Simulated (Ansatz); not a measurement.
Molecule: AlI₂, charge 1, multiplicity 1. It need not be the lowest isomer of its formula. 
Coordinates optimised at B3LYP-D3(BJ)/def2-TZVP (Ansatz, a quantum-chemistry and plane-wave program):
SMILES: [I][Al+][I]
```xyz
3

Al     0.0000     0.0000     0.0000
I      0.0000     0.0000     2.3695
I      0.0000     0.0000    -2.3695
```
Charge +1, spin multiplicity 1.

Parts of the frozen-core correlation energy in def2-TZVPP (Ansatz, hartree). Frozen orbitals: 23; correlated occupied orbitals by spin: 8 and 8; virtual: 111 and 111. Spin-orbit coupling is left out. Past Kr the def2 sets carry scalar-relativistic core potentials.

```json
[
 {"term": "reference (HF)", "value": "-835.09804"},
 {"term": "MP2 opposite-spin", "value": "-0.23913"},
 {"term": "MP2 same-spin", "value": "-0.07812"},
 {"term": "CCSD correlation", "value": "-0.34670"},
 {"term": "(T)", "value": "-0.01678"},
 {"term": "T1 diagnostic", "value": "0.015"},
 {"term": "largest doubles amplitude", "value": "0.047"}
]
```
